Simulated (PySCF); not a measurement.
C₂H₆FNSe, SMILES CN(C)[Se]F. Atoms are numbered in the order given.

```xyz
11

Se    -0.7660    -0.4103     0.0000
F     -1.3319     1.2938     0.0000
N      0.9906    -0.2215     0.0000
C      1.6672     0.1814    -1.2261
C      1.6672     0.1814     1.2261
H      1.7127     1.2815    -1.3287
H      2.6980    -0.2110    -1.2243
H      1.1346    -0.2306    -2.0936
H      2.6980    -0.2110     1.2243
H      1.7127     1.2815     1.3287
H      1.1346    -0.2306     2.0936
```
Charge 0, spin multiplicity 1.

The structure is a stationary point at ωB97X-D3(BJ)/def2-SVP. This is a generated structure with no PubChem entry under its InChIKey; it may be hypothetical. One conformer was computed; it need not be the lowest.

Computed with ωB97X-D3(BJ)/def2-SVP run with PySCF.

Frequencies are harmonic and unscaled.

Computed harmonic wavenumbers and intensities:
```tsv
mode	ν (cm⁻¹)	IR (km/mol)	Raman (Å⁴/amu)	depolarisation	moving atoms (share of kinetic energy)
1	110	6.8	1.4	0.50	F 41 %, H 34 %, C 15 %
2	121	2.4	0.8	0.75	F 41 %, C 34 %, H 17 %
3	187	0.0	0.1	0.75	H 97 %
4	215	3.4	0.4	0.71	H 73 %, F 14 %
5	342	11.5	1.1	0.59	N 49 %, H 23 %, C 17 %
6	351	0.0	0.6	0.75	C 45 %, H 24 %, N 19 %, Se 12 %
7	371	5.7	1.7	0.49	C 32 %, H 30 %, Se 22 %, N 11 %
8	620	92.9	3.9	0.75	F 51 %, Se 20 %, C 12 %, N 10 %
9	642	11.0	13.9	0.07	F 30 %, C 28 %, N 15 %, Se 15 %, H 12 %
10	1025	72.0	6.2	0.75	H 38 %, C 35 %, N 26 %
11	1077	5.7	4.6	0.75	H 69 %, C 26 %
12	1115	1.5	2.2	0.75	H 80 %, C 19 %
13	1165	4.5	1.6	0.65	H 70 %, C 19 %, N 11 %
14	1271	37.2	0.2	0.75	N 57 %, C 26 %, H 16 %
15	1301	15.1	1.9	0.55	N 39 %, H 38 %, C 22 %
16	1431	0.2	6.9	0.75	H 85 %, C 15 %
17	1456	6.8	3.7	0.75	H 85 %, C 15 %
18	1463	4.3	24.5	0.75	H 96 %
19	1476	22.7	3.7	0.70	H 94 %
20	1485	14.8	4.6	0.75	H 96 %
21	1501	4.4	23.8	0.68	H 95 %
22	3038	28.7	8.6	0.75	H 97 %
23	3041	64.2	242.7	0.02	H 97 %
24	3123	50.2	161.8	0.60	H 91 %, C 9 %
25	3125	0.3	15.1	0.75	H 90 %, C 10 %
26	3188	3.6	41.6	0.75	H 91 %, C 9 %
27	3190	8.6	63.8	0.71	H 90 %, C 10 %
```
